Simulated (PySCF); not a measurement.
## Magnetisability: `CC#C[Si@@H](O)N([SiH3])[SiH3]`, C$_{3}$H$_{11}$NOSi$_{3}$

Molfile (atoms numbered from 1):
```
C3H11NOSi3
     RDKit          3D

 19 18  0  0  0  0  0  0  0  0999 V2000
    3.8390   -0.3718    0.7479 C   0  0  0  0  0  0  0  0  0  0  0  0
    2.4431    0.0047    0.7943 C   0  0  0  0  0  0  0  0  0  0  0  0
    1.2773    0.3066    0.8116 C   0  0  0  0  0  0  0  0  0  0  0  0
   -0.5083    0.7693    0.9162 Si  0  0  1  0  0  4  0  0  0  0  0  0
   -0.6974    2.3819    0.8390 O   0  0  0  0  0  0  0  0  0  0  0  0
   -1.3579   -0.0302   -0.3914 N   0  0  0  0  0  0  0  0  0  0  0  0
   -0.8584   -1.6219   -0.8938 Si  0  0  0  0  0  4  0  0  0  0  0  0
   -2.9346    0.5714   -0.8220 Si  0  0  0  0  0  4  0  0  0  0  0  0
    4.4653    0.5154    0.6560 H   0  0  0  0  0  0  0  0  0  0  0  0
    4.1099   -0.9041    1.6594 H   0  0  0  0  0  0  0  0  0  0  0  0
    4.0191   -1.0232   -0.1073 H   0  0  0  0  0  0  0  0  0  0  0  0
   -1.0856    0.4709    2.2224 H   0  0  0  0  0  0  0  0  0  0  0  0
   -0.4810    2.8571    0.0415 H   0  0  0  0  0  0  0  0  0  0  0  0
   -1.5518   -1.9206   -2.1460 H   0  0  0  0  0  0  0  0  0  0  0  0
   -1.2067   -2.6140    0.1303 H   0  0  0  0  0  0  0  0  0  0  0  0
    0.5872   -1.6019   -1.1027 H   0  0  0  0  0  0  0  0  0  0  0  0
   -3.9438    0.1252    0.1453 H   0  0  0  0  0  0  0  0  0  0  0  0
   -2.8867    2.0337   -0.8557 H   0  0  0  0  0  0  0  0  0  0  0  0
   -3.2385    0.0606   -2.1580 H   0  0  0  0  0  0  0  0  0  0  0  0
  1  2  1  0
  2  3  3  0
  3  4  1  0
  4  5  1  0
  4  6  1  0
  6  7  1  0
  6  8  1  0
  1  9  1  0
  1 10  1  0
  1 11  1  0
  4 12  1  1
  5 13  1  0
  7 14  1  0
  7 15  1  0
  7 16  1  0
  8 17  1  0
  8 18  1  0
  8 19  1  0
M  END
```

The calculation used PySCF 2.14.0, GIAO PBE/pcSseg-1 magnetisability, rotational g tensor and spin-rotation constants, non-relativistic, gas phase. Geometry: GFN2-xTB.

How diamagnetic is it, and how anisotropic?

Isotropic -1526 × 10⁻³⁰ J/T², or -91.9 × 10⁻⁶ cm³/mol; principal values -1683, -1479, -1415 × 10⁻³⁰ J/T², anisotropy 243 × 10⁻³⁰ J/T² (root of half the summed squared differences of the principal values). The susceptibility is in cgs units.

Split it along the inertial axes a, b, c into diamagnetic and paramagnetic parts about the centre of mass, with the quadrupole moment.


| axis | χ (10⁻⁶ cm³/mol) | diamagnetic (10⁻⁶ cm³/mol) | paramagnetic (10⁻⁶ cm³/mol) | summed x² of all electrons (Å²) | quadrupole Θ (D Å) |
| --- | --- | --- | --- | --- | --- |
| a | -98.1 | -826.0 | 728.0 | 407.7 | +12.18 |
| b | -90.2 | -1872.6 | 1782.4 | 161.0 | -8.56 |
| c | -87.4 | -2412.5 | 2325.2 | 33.7 | -3.62 |

Anisotropies 2χaa − χbb − χcc = -18.5 and 2χbb − χaa − χcc = +5.0 × 10⁻⁶ cm³/mol. Θ is traceless in Buckingham's convention.

And the rotational g tensor?


| axis | rotational constant (GHz) | g | nuclear part | electronic part |
| --- | --- | --- | --- | --- |
| a | 1.7787 | -0.0272 | 0.5811 | -0.6083 |
| b | 0.7054 | -0.0093 | 0.5814 | -0.5907 |
| c | 0.5309 | -0.0085 | 0.5715 | -0.5800 |

Asymmetric top; isotopes 12C, 1H, 14N, 16O, 28Si; no vibrational averaging.
